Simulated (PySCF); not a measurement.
This script is equivalent to a calculation on He⁺ (helium, charge +1).

```python
from pyscf import gto, scf, dft, mp, cc
import basis_set_exchange as bse
mol = gto.M(atom="He 0 0 0", charge=1, spin=1, symmetry="D2h",
            basis=gto.basis.parse(bse.get_basis("pcseg-2", elements=["He"], fmt="nwchem", header=False)))
mf = dft.UKS(mol, xc="M062X")
mf.irrep_nelec = {'Ag': (1, 0)}
mf.kernel()
```

Task: What total energy does it give?

Result: -1.996 hartree (calculated).

Task: Which occupied shell lies highest, and where?

Result: 1s α, at -47.759 eV.

Task: What is ⟨S²⟩, and what would a pure spin state give?

Result: 0.750, against 0.75.

For one electron the Hartree and exchange-correlation energies should cancel; what remains is the self-interaction error.
